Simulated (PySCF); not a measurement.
**Simulated absorption spectrum**

C4H11Si (charge +1).
Bonds: C1–C2, C2–Si3, Si3–C4, Si3–C5. Hydrogens: H6, H7, H8 on C1; H9, H10 on C2; H11, H12, H13 on C4; H14, H15, H16 on C5.

The calculation used PySCF, TDDFT CAM-B3LYP/def2-SVPD, vertical, gas phase, core orbitals frozen in the response. Geometry: GFN2-xTB, one conformer, isolated ion. GFN2-xTB frequencies show an imaginary mode (65i cm⁻¹), so this geometry is no minimum at that level. Torsions of this conformer, `[CH3:1][CH2:2][Si+:3]([CH3:4])[CH3:5]`: C1–C2–Si3–C4 87°.

Each state is given a Gaussian of 0.5 eV full width at half maximum, with ε(max) = 2.175×10⁸ f / Δν̃ (Δν̃ the width in cm⁻¹). The cross-section is σ = 3.8235×10⁻²¹ ε cm², given in Mb (10⁻¹⁸ cm²). The width is an assumption, not a result. The curve ends short of the highest state used, and states not computed would add to its high-energy end.

| λ (nm) | σ (Mb) |
| --- | --- |
| 164.9 | 3.31 |
| 167.5 | 1.28 |
| 170.1 | 0.85 |
| 172.6 | 1.47 |
| 175.2 | 2.91 |
| 177.8 | 4.63 |
| 180.4 | 5.82 |
| 183.0 | 5.88 |
| 185.6 | 4.84 |
| 188.2 | 3.31 |
| 190.8 | 1.92 |
| 193.3 | 0.99 |
| 195.9 | 0.44 |
| 198.5 | 0.18 |
| 201.1 | 0.08 |
| 203.7 | 0.04 |
| 206.3 | 0.02 |
| 208.9 | 0.01 |
| 211.4 | 0.01 |
| 214.0 | 0.01 |
| 216.6 | 0.01 |
| 219.2 | 0.01 |
| 221.8 | 0.02 |
| 224.4 | 0.02 |
| 227.0 | 0.03 |
| 229.6 | 0.05 |
| 232.1 | 0.07 |
| 234.7 | 0.11 |
| 237.3 | 0.18 |
| 239.9 | 0.28 |
| 242.5 | 0.42 |
| 245.1 | 0.59 |
| 247.7 | 0.78 |
| 250.2 | 0.97 |
| 252.8 | 1.14 |
| 255.4 | 1.26 |
| 258.0 | 1.32 |
| 260.6 | 1.31 |
| 263.2 | 1.24 |
| 265.8 | 1.12 |
| 268.4 | 0.97 |
| 270.9 | 0.81 |
| 273.5 | 0.65 |
| 276.1 | 0.50 |
| 278.7 | 0.37 |
| 281.3 | 0.27 |
| 283.9 | 0.19 |
| 286.5 | 0.13 |
| 289.0 | 0.09 |
| 291.6 | 0.06 |
| 294.2 | 0.04 |
| 296.8 | 0.02 |
| 299.4 | 0.01 |
| 302.0 | 0.01 |
| 304.6 | 0.00 |
| 307.2 | 0.00 |

(1) Locate the maxima and give the states behind the curve.

(2) Coming from long wavelengths, where does ε first pass 100 L mol⁻¹ cm⁻¹?

(3) On this curve, what absorbance would a 10⁻⁵ mol/L sample give at 193 nm over a 1 cm path?

## Answers

(1) 259 nm (4.79 eV), ε about 350, made up of S1 (100%); 182 nm (6.82 eV), ε about 1600, made up of S4 (100%) (ε in L mol⁻¹ cm⁻¹; maxima over ε = 5, shares over 10%). At its high-energy end, 7.52 eV, the curve is still rising (ε about 870, from S6 and S7). The states used: S1 4.79 eV (f 0.0064); S2 5.39 eV (f 0.0001); S3 6.24 eV (f 0.0001); S4 6.82 eV (f 0.029); S5 7.60 eV (f 0.0004); S6 7.82 eV (f 0.024); S7 7.97 eV (f 0.054); S8 8.12 eV (f 0.042).

(2) At about 278 nm (4.45 eV), 0.33 eV below S1.

(3) 193 nm is 6.424 eV, where ε is about 280 L mol⁻¹ cm⁻¹, so A = ε c l ≈ 0.0028 (Beer–Lambert, with the gas-phase spectrum and the assumed width).

Time: 30 s wall (grids of density and orbitals included); peak memory 0.88 GiB. Hardware: one thread, Arm Neoverse V1 (aarch64), no GPU, shared host.
